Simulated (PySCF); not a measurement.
## Dipole response of Mg⁺ (magnesium, charge +1)

[Ne] 3s1, 2S determinant. Computed with PySCF 2.14 in aug-cc-pV5Z (8s7p5d4f3g2h, 131 functions), with the non-relativistic Hamiltonian (point nucleus). Coupled (time-dependent) response in atomic units; α is the mean over directions.

```tsv
method	mean α (bohr³)	C₆ (like pair)	S(−4)
M06-2X	25.19	94.78	674.6
```

S(−4) is the Cauchy moment in α(ω) = α(0) + S(−4) ω² + …

α(iu) at M06-2X:

```
u (hartree)  α(iu) (bohr³)
          0          25.19
     0.0500          23.61
      0.100          19.89
      0.200          12.31
      0.300          7.653
      0.500          3.657
      0.750          1.983
       1.00          1.314
       1.50         0.7769
       2.00         0.5513
       3.00         0.3408
       5.00         0.1736
```

A single London oscillator, α(iu) = α/(1 + u²/ω²), gives C₆ = (3/4) ω α². Matching the computed C₆ needs ω = 4 × 94.78 / (3 × 25.19²) = 0.199 hartree.

For an ion, C₆ is the dispersion term alone; charge-induced terms of lower order in 1/R come first.
